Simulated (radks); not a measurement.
Task: Hg2+, 78 electrons, occupied as [Xe] 4f14 5d9 5f1 (not the ground configuration). Method: scalar-relativistic Kohn-Sham, PBEsol, spin-polarised, spherical densities, finite nucleus; open shells are filled with parallel spins first (spin-orbit coupling, left out, can overturn this in heavy ions); Fermi nuclear charge, rms radius 5.4648 fm; computed with a radial shooting solver on a logarithmic mesh with Libxc functionals. Some entries of the table are withheld. Estimate them.

orbital  occ.  eigenvalue (eV)  r(max) (bohr)  <r> (bohr)
1s up       1        -83135.54        0.01023     0.01660
1s down     1        -83135.54        0.01023     0.01660
2s up       1        -14759.53        0.05917     0.06995
2s down     1        -14759.45        0.05917     0.06995
2p up       3        -12737.89        0.04907     0.06329
2p down     3        -12737.82        0.04907     0.06329
3s up       1        -3524.211         0.1668      0.1807
3s down     1        -3524.173         0.1668      0.1807
3p up       3        -2939.801         0.1664      0.1822
3p down     3        -2939.760         0.1664      0.1822
3d up       5        -2323.323         0.1355      0.1650
3d down     5        -2323.259         0.1355      0.1650
4s up       1        -796.8159         0.3758      0.3994
4s down     1        -796.7317         0.3758      0.3994
4p up       3        -605.0983         0.3958      0.4256
4p down     3        -605.0179         0.3959      0.4256
4d up       5        -377.2615         0.4028      0.4490
4d down     5        -377.1680         0.4028      0.4490
5s up       1        -146.7713         0.8273      0.9002
5s down     1        -146.2404         0.8266      0.8993
4f up       7        -124.6166         0.3663      0.4825
4f down     7        -124.4899         0.3663      0.4821
5p up       3         -94.9962         0.9271       1.034
5p down     3         -94.3506         0.9261       1.032
5d up       5         -36.9998          1.148       1.388
5d down     4         -36.2471          1.146       1.388
6s up       0              (1)          2.000       2.244
6s down     0              (2)          2.003       2.251
6p up       0         -18.9907          2.470         (3)
6p down     0         -18.4052          2.478         (4)
6d up       0          -9.9461          4.112       4.516
5f up       1              (5)          4.820       5.233

Result: 
(1) 6s up eigenvalue (eV): -28.8148
(2) 6s down eigenvalue (eV): -28.1600
(3) 6p up <r> (bohr): 2.840
(4) 6p down <r> (bohr): 2.825
(5) 5f up eigenvalue (eV): -6.5427
